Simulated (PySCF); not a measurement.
**From computed data to an observable: oscillator strength and radiative lifetime**

C4H6FIn, SMILES C=[CH][In]([F])[CH]=C.

Geometry optimised at PBE-D3(BJ)/def2-SVP. The def2 effective core potentials stand for the cores of In; spin–orbit coupling is left out. The values are those of a single conformer.

TDA-PBE/def2-SVPD run with PySCF 2.14.0 puts the first singlet state with f over 0.02 at 4.83 eV (vertical), with the transition dipole (0.130, -0.522, 0.000) in atomic units.

**Question.** Find the oscillator strength, the wavelength and the radiative lifetime that this transition would have in vacuum if emission retraced absorption.

**Answer.** 
|μ|² = 0.2894 au, so |μ| = 1.37 D. ΔE = 4.83/27.211 = 0.1775 hartree. f = (2/3) ΔE |μ|² = 0.034 (the program prints 0.034).
λ = 1239.84/4.83 = 257 nm; ν = 38957 cm⁻¹.
Einstein's coefficient A = 0.6670 ν² f s⁻¹ (ν in cm⁻¹) = 3.5e7 s⁻¹, so τ = 1/A = 29 ns. This state is S2; the lower singlet has f = 0.000. The figure is the radiative limit of this one transition; relaxation, internal conversion, crossing to triplets and a medium change what is measured.
